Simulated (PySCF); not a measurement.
Species: 2,2,4-trimethylpentane, C8H18.
SMILES: `CC(C)(C)CC(C)C`

Torsions of this conformer, `[CH3:1][CH:2]([CH3:3])[CH2:4][C:5]([CH3:6])([CH3:7])[CH3:8]`: C1–C2–C4–C5 174°, C2–C4–C5–C6 -162°.

The closed-shell ground state was solved at several levels (PySCF, density fitting, gas phase, non-relativistic). Isolated species at its PBE0-D3(BJ)/def2-SVP geometry (one conformer only).

```json
{"level": "PBE0/pcSseg-1", "basis functions": "226", "total energy (Eh)": "-315.2649", "HOMO (eV)": "-8.45", "LUMO (eV)": "1.25", "gap (eV)": "9.70", "dipole (D)": "0.12"}
{"level": "HF/pcSseg-1", "basis functions": "226", "total energy (Eh)": "-313.3712", "HOMO (eV)": "-11.66", "LUMO (eV)": "4.17", "gap (eV)": "15.83", "dipole (D)": "0.13"}
```

(1) Estimate the row for PBE0/def2-SVPD, a basis of 304 functions; the other rows only guide the guess.

(2) Over all these levels, which gives the widest orbital gap and which the narrowest?

(3) How far do the dipole and the HOMO energy spread over the levels?

Answers

(1) Total energy -315.1023 Eh, HOMO -8.45 eV, LUMO 0.60 eV, gap 9.05 eV, dipole 0.12 D.

(2) HF/pcSseg-1 (Hartree–Fock, all exact exchange) has the widest, 15.83 eV, and PBE0/def2-SVPD (global hybrid, 25 % exact exchange) the narrowest, 9.05 eV. Functional and basis both differ between the two, so the spread mixes both effects. The HOMO need not be the same orbital at Hartree–Fock and at DFT levels.

(3) The dipole runs from 0.12 to 0.13 D (mean 0.12 D) and the HOMO from -11.66 to -8.45 eV.
